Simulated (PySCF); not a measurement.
## Low-lying terms of B³⁺ (boron, charge +3)

Ground state 1s2, ¹S. All numbers are calculated (PySCF 2.14, no relativity, point nucleus, in aug-cc-pVQZ (6s5p4d3f2g, 80 functions)). Vertical excitation energies in eV without spin-orbit coupling; excited terms of each kind are numbered among those the solver found. Frozen: nothing.

| term | leading excitation | EOM-EE-CCSD |
| --- | --- | --- |
| 1 3S | 1s → s | 198.15 |
| 1 1S | 1s → s | 202.26 |
| 1 3P° | 1s → p | 202.37 |
| 1 1P° | 1s → p | 205.08 |
| 2 3S | 1s → s | 232.86 |
| 2 1S | 1s → s | 233.96 |
| 2 3P° | 1s → p | 234.01 |
| 1 3D | 1s → d | 234.56 |
| 1 1D | 1s → d | 234.58 |
| 2 1P° | 1s → p | 234.81 |
| 2 3D | 1s → d | 245.25 |
| 2 1D | 1s → d | 245.26 |
| 1 3F° | 1s → f | 245.43 |
| 1 1F° | 1s → f | 245.43 |

Only the lower part of the computed list is shown. Doubly excited terms such as np² are absent. The solver can miss terms.
